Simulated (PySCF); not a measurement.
CH4CdO, SMILES [CH3][Cd][OH] (CAM-B3LYP/def2-SVP optimised geometry):

```
7

Cd     0.063    -0.145     0.000
C     -2.020    -0.029     0.000
H     -2.430    -0.498    -0.905
H     -2.347     1.020     0.026
H     -2.432    -0.544     0.879
O      2.027    -0.145     0.000
H      2.432    -1.020     0.008
```

Calculation: CAM-B3LYP/def2-TZVP, def2 effective core potentials past Kr (PySCF 2.14.0).

**Question.** What are the frontier orbital energies and the dipole moment?

**Answer.** HOMO-2 -10.13 eV, HOMO-1 -9.19 eV, HOMO -9.13 eV, LUMO 0.26 eV, LUMO+1 0.70 eV; dipole moment 2.20 D.

On the same geometry PBE/def2-TZVP, def2 effective core potentials past Kr (PySCF) gives HOMO-2 -7.40 eV, HOMO-1 -6.56 eV, HOMO -6.01 eV, LUMO -1.31 eV, LUMO+1 -0.70 eV; dipole moment 2.06 D.
